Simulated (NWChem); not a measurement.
System: C4H6F2; SMILES F[C@@H]1[C@H](F)[C@@H]1C

Input file for NWChem:

```
start job
memory heap 200 mb stack 900 mb global 1100 mb
geometry units angstroms noautosym nocenter noautoz
  C      1.712150     0.543293     0.000000
  C      0.802891    -0.657159     0.000000
  C     -0.501525    -0.600173     0.746800
  F     -0.819451     0.564364     1.356785
  C     -0.501525    -0.600173    -0.746800
  F     -0.819451     0.564364    -1.356785
  H      1.134404     1.476181     0.000000
  H      2.357718     0.541959     0.890917
  H      2.357718     0.541959    -0.890917
  H      1.303820    -1.631695     0.000000
  H     -0.863494    -1.473465     1.300318
  H     -0.863494    -1.473465    -1.300318
end
basis spherical
  * library 6-31+g*
end
dft
  xc xpbe96 cpbe96
  iterations 150
end
property
  response 1 0.0
end
task dft property
```

Excerpt of the output:

```
             Northwest Computational Chemistry Package (NWChem) 7.3.0
             --------------------------------------------------------

                             Geometry "geometry" -> ""
                             -------------------------

 Output coordinates in angstroms (scale by  1.889725989 to convert to a.u.)

  No.       Tag          Charge          X              Y              Z
 ---- ---------------- ---------- -------------- -------------- --------------
    1 C                    6.0000     1.71215000     0.54329300     0.00000000
    2 C                    6.0000     0.80289100    -0.65715900     0.00000000
    3 C                    6.0000    -0.50152500    -0.60017300     0.74680000
    4 F                    9.0000    -0.81945100     0.56436400     1.35678500
    5 C                    6.0000    -0.50152500    -0.60017300    -0.74680000
    6 F                    9.0000    -0.81945100     0.56436400    -1.35678500
    7 H                    1.0000     1.13440400     1.47618100     0.00000000
    8 H                    1.0000     2.35771800     0.54195900     0.89091700
    9 H                    1.0000     2.35771800     0.54195900    -0.89091700
   10 H                    1.0000     1.30382000    -1.63169500     0.00000000
   11 H                    1.0000    -0.86349400    -1.47346500     1.30031800
   12 H                    1.0000    -0.86349400    -1.47346500    -1.30031800

 Effective nuclear repulsion energy (a.u.)     252.4059450675

  pbe96 is a nonlocal functional; adding pw91lda local functional.
                              NWChem Property Module
                              ----------------------

                                 NWChem DFT Module
                                 -----------------

 Summary of "ao basis" -> "ao basis" (spherical)
 ------------------------------------------------------------------------------
       Tag                 Description            Shells   Functions and Types
 ---------------- ------------------------------  ------  ---------------------
 C                          6-31+g*                  8       18   4s3p1d
 F                          6-31+g*                  8       18   4s3p1d
 H                          6-31+g*                  2        2   2s

            General Information
            -------------------
          SCF calculation type: DFT
          Wavefunction type:  closed shell.
          No. of atoms     :    12
          No. of electrons :    48
           Alpha electrons :    24
            Beta electrons :    24
          Charge           :     0
          Spin multiplicity:     1
          Use of symmetry is: off; symmetry adaption is: off
          Maximum number of iterations: 150
          AO basis - number of functions:   120
                     number of shells:    60
          Convergence on energy requested:  1.00D-06
          Convergence on density requested:  1.00D-05
          Convergence on gradient requested:  5.00D-04

              XC Information
              --------------
          PerdewBurkeErnzerhof Exchange Functional  1.000
            Perdew 1991 LDA Correlation Functional  1.000 local
           PerdewBurkeErnz. Correlation Functional  1.000 non-local

             Grid Information
             ----------------
          Grid used for XC integration:  medium
          Radial quadrature: Mura-Knowles
          Angular quadrature: Lebedev.
          Tag              B.-S. Rad. Rad. Pts. Rad. Cut. Ang. Pts.
          ---              ---------- --------- --------- ---------
          C                   0.70       49          12.0       434
          F                   0.50       49          11.0       434
          H                   0.35       45          12.0       434
          Grid pruning is: on
          Number of quadrature shells:   564
          Spatial weights used:  Erf1

      Superposition of Atomic Density Guess
      -------------------------------------

 Sum of atomic energies:        -352.39987333

      Non-variational initial energy
      ------------------------------

 Total energy =    -355.740600
 1-e energy   =    -984.403819
 2-e energy   =     376.257274
 HOMO         =      -0.292458
 LUMO         =       0.026490

   convergence    iter        energy       DeltaE   RMS-Dens  Diis-err
 ---------------- ----- ----------------- --------- --------- ---------
 d= 0,ls=0.0,diis     1   -355.1718688512 -6.08D+02  2.32D-02  1.02D+00
 d= 0,ls=0.0,diis     2   -355.0328372971  1.39D-01  1.23D-02  2.80D+00
 d= 0,ls=0.0,diis     3   -355.2747661469 -2.42D-01  2.98D-03  8.54D-02
 d= 0,ls=0.0,diis     4   -355.2799649079 -5.20D-03  2.92D-03  1.35D-02
 d= 0,ls=0.0,diis     5   -355.2812932414 -1.33D-03  8.75D-04  1.13D-03
  Resetting Diis
 d= 0,ls=0.0,diis     6   -355.2814377970 -1.45D-04  1.28D-04  4.02D-05
 d= 0,ls=0.0,diis     7   -355.2814428018 -5.00D-06  9.75D-05  3.90D-06
 d= 0,ls=0.0,diis     8   -355.2814422668  5.35D-07  5.73D-05  8.27D-06
 d= 0,ls=0.0,diis     9   -355.2814432857 -1.02D-06  6.19D-06  6.29D-08
 d= 0,ls=0.0,diis    10   -355.2814432924 -6.71D-09  1.63D-06  6.83D-09

         Total DFT energy =     -355.281443292409
      One electron energy =     -988.429283773576
           Coulomb energy =      425.200611449732
    Exchange-Corr. energy =      -44.458716036017
 Nuclear repulsion energy =      252.405945067451

 Numeric. integr. density =       47.999998537456

                       DFT Final Molecular Orbital Analysis
                       ------------------------------------

 Vector   22  Occ=2.000000D+00  E=-3.275827D-01
              MO Center=  2.8D-01,  2.3D-01,  1.2D-08, r^2= 3.5D+00
   Bfn.  Coefficient  Atom+Function         Bfn.  Coefficient  Atom+Function
  ----- ------------  ---------------      ----- ------------  ---------------
     4      0.305048   1 C  py               57     -0.210535   4 F  px
    93     -0.210535   6 F  px               58     -0.192872   4 F  py
    94     -0.192872   6 F  py               22     -0.191434   2 C  py
   109      0.181751   7 H  s                 8      0.151632   1 C  py
    10      0.148169   1 C  s                61     -0.134495   4 F  px

 Vector   23  Occ=2.000000D+00  E=-2.460316D-01
              MO Center=  1.5D-01, -3.4D-01, -1.0D-08, r^2= 2.9D+00
   Bfn.  Coefficient  Atom+Function         Bfn.  Coefficient  Atom+Function
  ----- ------------  ---------------      ----- ------------  ---------------
    23      0.388360   2 C  pz               46      0.302903   3 C  s
    82     -0.302903   5 C  s                39      0.247354   3 C  px
    75     -0.247354   5 C  px               57     -0.229294   4 F  px
    93      0.229294   6 F  px               27      0.227013   2 C  pz
    61     -0.153110   4 F  px               97      0.153110   6 F  px

 Vector   24  Occ=2.000000D+00  E=-2.393985D-01
              MO Center= -3.7D-01, -2.8D-01,  8.7D-09, r^2= 2.5D+00
   Bfn.  Coefficient  Atom+Function         Bfn.  Coefficient  Atom+Function
  ----- ------------  ---------------      ----- ------------  ---------------
    28      0.753006   2 C  s                46     -0.369875   3 C  s
    82     -0.369875   5 C  s                29     -0.277223   2 C  px
    41      0.253680   3 C  pz               77     -0.253680   5 C  pz
    39      0.241535   3 C  px               75      0.241535   5 C  px
    59     -0.212971   4 F  pz               95      0.212971   6 F  pz

 Vector   25  Occ=0.000000D+00  E=-2.501657D-02
              MO Center=  3.9D-01, -7.9D-01, -3.1D-08, r^2= 9.5D+00
   Bfn.  Coefficient  Atom+Function         Bfn.  Coefficient  Atom+Function
  ----- ------------  ---------------      ----- ------------  ---------------
    28      3.936075   2 C  s                46     -1.750221   3 C  s
    82     -1.750220   5 C  s                10     -1.728936   1 C  s
    30      1.053127   2 C  py               29     -0.906245   2 C  px
     6      0.393833   1 C  s                44     -0.269939   3 C  py
    80     -0.269939   5 C  py               49     -0.266116   3 C  pz

 Vector   26  Occ=0.000000D+00  E= 4.616862D-04
              MO Center= -3.2D-04, -1.2D+00,  3.9D-09, r^2= 1.0D+01
   Bfn.  Coefficient  Atom+Function         Bfn.  Coefficient  Atom+Function
  ----- ------------  ---------------      ----- ------------  ---------------
    10      5.706096   1 C  s                28     -2.806595   2 C  s
    30     -1.882240   2 C  py               29     -1.842347   2 C  px
    46     -1.679892   3 C  s                82     -1.679892   5 C  s
    12     -1.426753   1 C  py               11     -1.219890   1 C  px
    64      0.551978   4 F  s               100      0.551978   6 F  s

 Vector   27  Occ=0.000000D+00  E= 1.697533D-02
              MO Center=  2.3D-01, -1.0D+00, -2.7D-07, r^2= 1.3D+01
   Bfn.  Coefficient  Atom+Function         Bfn.  Coefficient  Atom+Function
  ----- ------------  ---------------      ----- ------------  ---------------
    28     12.821100   2 C  s                46     -5.729114   3 C  s
    82     -5.729123   5 C  s                29     -3.194163   2 C  px
    47     -1.902204   3 C  px               83     -1.902205   5 C  px
    30      1.424506   2 C  py               10     -1.267763   1 C  s
    49      1.042461   3 C  pz               85     -1.042463   5 C  pz

[...]

 DFT Linear Response polarizability / au
 Frequency  =       0.0000000 / au
              X              Y              Z
 -----------------------------------------------
 X      50.2653357      2.4695618      0.0000001
 Y       2.4695546     45.7525727     -0.0000000
 Z       0.0000001     -0.0000000     45.6615351
 -----------------------------------------------
 Eigenvalues =      51.3540989     44.6638095     45.6615351
 Isotropic   =      47.2264812
 Anisotropic =       6.2514283
 -----------------------------------------------

 Magnetic Dipole Response Matrix (nonzero elements):

 Exiting AOResponse driver routine
```

Level: PBE/6-31+G* (spherical d). Coordinates come from a PBE0/def2-SVP optimisation.
